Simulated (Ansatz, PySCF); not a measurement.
SnClI3, SMILES [Cl][Sn]([I])([I])[I]. Atoms are numbered in the order given.

```xyz
5

Cl     0.0000     0.0000     2.7759
Sn     0.0000     0.0000     0.4182
I      2.2196    -1.2815    -0.4279
I      0.0000     2.5630    -0.4279
I     -2.2196    -1.2815    -0.4279
```

Geometry optimised at B3LYP-D3(BJ)/def2-SVP. The def2 effective core potentials stand for the cores of I, Sn; spin–orbit coupling is left out.

Two levels are set side by side: PBE-D3(BJ)/def2-SVP (Ansatz, a program for electronic structure) and B3LYP-D3(BJ)/def2-SVP (Ansatz). Each level has its own optimised geometry; the coordinates shown are those of the second. Frequencies come from the Hessian of PySCF at each geometry. Differences are taken from unrounded values.

```
quantity                            B3LYP-D3(BJ)
----------------------------------  ------------
mean bond length (Å)                       2.614
bond Cl1–Sn2 (Å)                           2.358
bond Sn2–I3 (Å)                            2.699
bond Sn2–I4 (Å)                            2.699
bond Sn2–I5 (Å)                            2.699
highest harmonic wavenumber (cm⁻¹)           369
mean harmonic wavenumber (cm⁻¹)              146
zero-point energy (kcal/mol)                1.88
```

What does PBE-D3(BJ) give, and how far is it from B3LYP-D3(BJ)? (An estimate is asked for; the answer gives what the named calculation found.)


```json
[
 {"quantity": "mean bond length (Å)", "PBE-D3(BJ)": "2.618", "PBE-D3(BJ) minus B3LYP-D3(BJ)": "0.004"},
 {"quantity": "bond Cl1–Sn2 (Å)", "PBE-D3(BJ)": "2.364", "PBE-D3(BJ) minus B3LYP-D3(BJ)": "0.007"},
 {"quantity": "bond Sn2–I3 (Å)", "PBE-D3(BJ)": "2.702", "PBE-D3(BJ) minus B3LYP-D3(BJ)": "0.003"},
 {"quantity": "bond Sn2–I4 (Å)", "PBE-D3(BJ)": "2.702", "PBE-D3(BJ) minus B3LYP-D3(BJ)": "0.003"},
 {"quantity": "bond Sn2–I5 (Å)", "PBE-D3(BJ)": "2.702", "PBE-D3(BJ) minus B3LYP-D3(BJ)": "0.003"},
 {"quantity": "highest harmonic wavenumber (cm⁻¹)", "PBE-D3(BJ)": "361", "PBE-D3(BJ) minus B3LYP-D3(BJ)": "-8"},
 {"quantity": "mean harmonic wavenumber (cm⁻¹)", "PBE-D3(BJ)": "142", "PBE-D3(BJ) minus B3LYP-D3(BJ)": "-3"},
 {"quantity": "zero-point energy (kcal/mol)", "PBE-D3(BJ)": "1.83", "PBE-D3(BJ) minus B3LYP-D3(BJ)": "-0.04"}
]
```
